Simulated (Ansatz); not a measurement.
A nudged elastic band was laid between two geometries of BClFH$_{3}$O (7 atoms, charge 0, multiplicity 1).

The calculation used RKS PBE0-D4/def2-SVP (Ansatz).

```
movable images  : 7
climbing image  : yes
spring          : 5.0 eV/Å²
optimiser       : quadratic models (default)
start path      : through a guess of the saddle point
force threshold : 0.05 eV/Å
iteration limit : 60
end points      : relaxed
```

First end point:

```xyz
7
Properties=species:S:1:pos:R:3
B 0.055 0.029 0.234
H 0.401 0.807 1.087
Cl 1.197 -0.119 -1.200
F -1.262 0.013 -0.103
O 0.230 -1.503 0.929
H 0.778 -1.987 0.286
H -0.655 -1.900 0.898
```

Last end point:

```xyz
7
Properties=species:S:1:pos:R:3
B 0.142 -0.707 -0.610
H -0.167 0.458 2.238
Cl 1.363 0.406 -1.191
F -1.136 -0.365 -0.712
O 0.509 -1.883 -0.081
H -0.244 -2.411 0.207
H 0.277 -0.158 2.279
```

(1) Which bonds break or form, and what moves?

(2) Give the energies along the band, and the barrier.

(3) What is the geometry of the highest image?

The band took 14 iterations and of the order of 4 core-minutes.

## Answers

(1) Bonds broken: B1–H2, O5–H7. Bonds formed: H2–H7. BClFH3O becomes BClFHO + H2.

(2) The run converged. The highest image is number 5 of 0 to 8, 109.1 kJ/mol above the first end and 172.3 kJ/mol above the last; the last end lies 63.1 kJ/mol below the first. Neighbouring images differ by up to 1.3 eV, so the band resolves the path poorly. A vibrational analysis at the climbing image gives one clearly imaginary mode, 1381i cm⁻¹: a first-order saddle point. The orbitals stay closed-shell, which can raise the energy where a bond breaks towards radicals; this wasn't checked here.

```csv
image,path coordinate (Å),energy (kJ/mol),B1–H2 (Å),O5–H7 (Å),H2–H7 (Å)
0,0.00,0.0,1.21,0.97,2.91
1,0.59,2.4,1.21,0.97,2.71
2,1.18,6.8,1.21,0.97,2.47
3,1.77,9.9,1.21,0.97,2.28
4,2.36,29.5,1.23,0.98,1.72
5,2.95,109.1,1.38,1.25,1.05
6,3.61,-15.4,1.93,1.91,0.77
7,4.27,-58.3,2.53,2.50,0.76
8,4.93,-63.1,3.09,2.93,0.76
```

(3) 
```xyz
7
Properties=species:S:1:pos:R:3
B 0.076 -0.306 0.008
H 0.098 0.214 1.283
Cl 1.341 0.510 -0.945
F -1.190 -0.269 -0.448
O 0.460 -1.711 0.485
H -0.317 -2.284 0.408
H 0.276 -0.815 1.340
```

Run time: 4.3 min on 1 thread of Arm Neoverse V1, on a shared host, peak memory 0.15 GiB.
